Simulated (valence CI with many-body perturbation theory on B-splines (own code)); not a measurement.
# Forbidden lines of W XXXIV

Computed by relativistic CI+MBPT: five valence electrons over a frozen Dirac-Fock core [Kr], radial functions for each j: 7 s, 7 p, 8 d, 6 f, 4 g, 1 h, with the one-electron correlation potential Σ1, the two-electron term Σ2, the three-electron term Σ3, Breit, model QED; selected CI, second order for the rest (own B-spline code, finite nucleus).

No measured spectrum was set against this ion. As an estimate, large intervals hold to a few tenths of a per cent, small ones and those within an open d or f shell to about a per cent. Only levels of the ground parity were solved; by the run's estimate the other parity begins above the list, which can be wrong where configurations are misplaced.

Lines 51 to 100 of 120 in falling wavelength, among levels below 622520 cm⁻¹, chosen from the decays that carry over 1 % of a level's rate. Wavelengths and rates use the calculated energies. Electric multipoles are in the length gauge, E1 and E2 with the static RPA response of the core. Weak lines are less certain than strong ones. Lines between different terms over intervals too small for the method are left out, as are lines whose strength nearly cancels.

Levels are named by their leading jj configuration (3d3/2^4 stands for four electrons in 3d with j = 3/2), which in mixed levels can hold well under half, so a name can repeat and another be missing. Letters in brackets count levels of one name in rising energy.

```tsv
λ vac (Å)	Upper	Lower	Type	A (s⁻¹)	Branch %
719.0	(4d3/2^2 4d5/2^3) J=5/2 [c]	(4d3/2^3 4d5/2^2) J=7/2 [b]	M1	2.02e+04	27.5
718.2	(4d3/2^2 4d5/2^3) J=1/2 [a]	(4d3/2^3 4d5/2^2) J=3/2 [a]	M1	4.17e+04	63.3
718.1	(4d3/2^2 4d5/2^3) J=5/2 [a]	(4d3/2^3 4d5/2^2) J=5/2 [a]	M1	9.28e+04	90.7
714.8	(4d3/2^3 4d5/2^2) J=7/2 [a]	(4d3/2^4 4d5/2) J=5/2	M1	2.17e+04	97.5
711.2	(4d3/2^2 4d5/2^3) J=13/2	(4d3/2^3 4d5/2^2) J=11/2	M1	7.57e+03	99.4
695.1	(4d3/2^3 4d5/2^2) J=3/2 [a]	(4d3/2^4 4d5/2) J=5/2	M1	5.59e+04	100.0
683.2	(4d3/2^2 4d5/2^3) J=3/2 [a]	(4d3/2^3 4d5/2^2) J=3/2 [a]	M1	4.84e+04	45.2
679.6	(4d3/2 4d5/2^4) J=3/2 [a]	(4d3/2^2 4d5/2^3) J=5/2 [b]	M1	1.89e+04	12.5
666.6	(4d3/2^2 4d5/2^3) J=5/2 [b]	(4d3/2^3 4d5/2^2) J=3/2 [a]	M1	8.00e+03	14.2
664.3	(4d3/2^2 4d5/2^3) J=7/2 [b]	(4d3/2^3 4d5/2^2) J=5/2 [b]	M1	1.04e+03	5.1
663.2	(4d3/2 4d5/2^4) J=3/2 [a]	(4d3/2^2 4d5/2^3) J=3/2 [a]	M1	5.93e+04	39.1
658.4	(4d3/2 4d5/2^4) J=11/2	(4d3/2^2 4d5/2^3) J=13/2	M1	1.36e+04	13.7
657.6	(4d3/2^2 4d5/2^3) J=3/2 [b]	(4d3/2^3 4d5/2^2) J=1/2	M1	5.36e+03	17.9
653.4	(4d3/2^2 4d5/2^3) J=9/2 [b]	(4d3/2^3 4d5/2^2) J=9/2	M1	4.16e+04	56.0
649.5	(4d3/2^2 4d5/2^3) J=5/2 [b]	(4d3/2^3 4d5/2^2) J=7/2 [a]	M1	1.73e+04	30.8
647.1	(4d3/2^2 4d5/2^3) J=5/2 [c]	(4d3/2^3 4d5/2^2) J=5/2 [b]	M1	1.28e+03	1.7
639.6	(4d3/2 4d5/2^4) J=7/2 [a]	(4d3/2^2 4d5/2^3) J=9/2 [a]	M1	4.12e+04	34.5
633.2	(4d3/2 4d5/2^4) J=3/2 [a]	(4d3/2^2 4d5/2^3) J=1/2 [a]	M1	4.73e+04	31.2
630.8	(4d3/2^2 4d5/2^3) J=7/2 [b]	(4d3/2^3 4d5/2^2) J=9/2	M1	1.11e+04	54.2
628.8	(4d3/2^2 4d5/2^3) J=3/2 [b]	(4d3/2^3 4d5/2^2) J=5/2 [b]	M1	1.10e+04	36.7
626.2	(4d3/2^3 4d5/2^2) J=9/2	(4d3/2^4 4d5/2) J=5/2	E2	7.84e+00	6.9
623.4	(4d3/2^2 4d5/2^3) J=7/2 [c]	(4d3/2^3 4d5/2^2) J=7/2 [b]	M1	1.60e+04	37.6
621.5	(4d3/2 4d5/2^4) J=5/2 [a]	(4d3/2^2 4d5/2^3) J=5/2 [a]	M1	1.05e+05	65.2
616.0	(4d3/2^2 4d5/2^3) J=7/2 [a]	(4d3/2^3 4d5/2^2) J=5/2 [a]	M1	1.23e+04	23.2
606.0	(4d3/2 4d5/2^4) J=11/2	(4d3/2^2 4d5/2^3) J=9/2 [a]	M1	1.76e+04	17.7
605.5	(4d3/2^2 4d5/2^3) J=9/2 [b]	(4d3/2^3 4d5/2^2) J=11/2	M1	1.41e+04	18.9
600.6	(4d3/2 4d5/2^4) J=7/2 [a]	(4d3/2^2 4d5/2^3) J=7/2 [a]	M1	3.59e+04	30.1
599.4	(4d3/2^2 4d5/2^3) J=1/2 [b]	(4d3/2^3 4d5/2^2) J=1/2	M1	2.26e+04	36.5
596.3	(4d3/2^3 4d5/2^2) J=5/2 [b]	(4d3/2^4 4d5/2) J=5/2	M1	7.23e+02	17.8
596.3	(4d3/2^3 4d5/2^2) J=5/2 [b]	(4d3/2^4 4d5/2) J=5/2	E2	5.00e+01	1.2
591.7	(4d3/2^2 4d5/2^3) J=3/2 [c]	(4d3/2^2 4d5/2^3) J=5/2 [a]	M1	3.40e+02	1.3
588.5	(4d3/2 4d5/2^4) J=11/2	(4d3/2^2 4d5/2^3) J=11/2	M1	5.91e+04	59.5
578.5	(4d3/2^2 4d5/2^3) J=9/2 [b]	(4d3/2^3 4d5/2^2) J=7/2 [a]	M1	1.24e+04	16.7
572.5	(4d3/2^3 4d5/2^2) J=1/2	(4d3/2^4 4d5/2) J=5/2	E2	2.54e+01	3.2
568.6	(4d3/2^2 4d5/2^3) J=7/2 [c]	(4d3/2^3 4d5/2^2) J=5/2 [b]	M1	8.14e+03	19.1
567.0	(4d3/2 4d5/2^4) J=5/2 [a]	(4d3/2^3 4d5/2^2) J=3/2 [b]	M1	1.74e+03	1.1
560.8	(4d3/2^2 4d5/2^3) J=7/2 [b]	(4d3/2^3 4d5/2^2) J=7/2 [a]	M1	7.94e+02	3.9
560.7	(4d3/2^2 4d5/2^3) J=5/2 [c]	(4d3/2^3 4d5/2^2) J=3/2 [a]	M1	1.18e+04	16.1
558.0	(4d3/2^2 4d5/2^3) J=5/2 [d]	(4d3/2^2 4d5/2^3) J=5/2 [a]	M1	2.61e+04	36.8
548.5	(4d3/2^2 4d5/2^3) J=5/2 [c]	(4d3/2^3 4d5/2^2) J=7/2 [a]	M1	2.84e+04	38.7
546.8	(4d3/2^2 4d5/2^3) J=3/2 [b]	(4d3/2^3 4d5/2^2) J=3/2 [a]	M1	1.03e+04	34.3
546.0	(4d3/2^3 4d5/2^2) J=7/2 [b]	(4d3/2^4 4d5/2) J=5/2	M1	1.50e+03	86.6
543.9	(4d3/2^2 4d5/2^3) J=7/2 [c]	(4d3/2^3 4d5/2^2) J=9/2	M1	1.71e+04	40.2
542.1	(4d3/2^2 4d5/2^3) J=3/2 [c]	(4d3/2^3 4d5/2^2) J=3/2 [b]	M1	9.62e+03	36.5
541.7	(4d3/2^2 4d5/2^3) J=9/2 [c]	(4d3/2^3 4d5/2^2) J=7/2 [b]	M1	1.70e+04	69.5
533.0	(4d3/2^2 4d5/2^3) J=3/2 [a]	(4d3/2^3 4d5/2^2) J=5/2 [a]	M1	3.51e+04	32.8
527.5	(4d3/2 4d5/2^4) J=7/2 [a]	(4d3/2^2 4d5/2^3) J=5/2 [a]	M1	5.04e+03	4.2
513.6	(4d3/2^2 4d5/2^3) J=5/2 [d]	(4d3/2^3 4d5/2^2) J=3/2 [b]	M1	1.40e+04	19.8
506.0	(4d3/2^2 4d5/2^3) J=1/2 [b]	(4d3/2^3 4d5/2^2) J=3/2 [a]	M1	3.71e+04	59.9
502.1	(4d3/2 4d5/2^4) J=3/2 [a]	(4d3/2^2 4d5/2^3) J=5/2 [a]	M1	1.37e+04	9.1
```
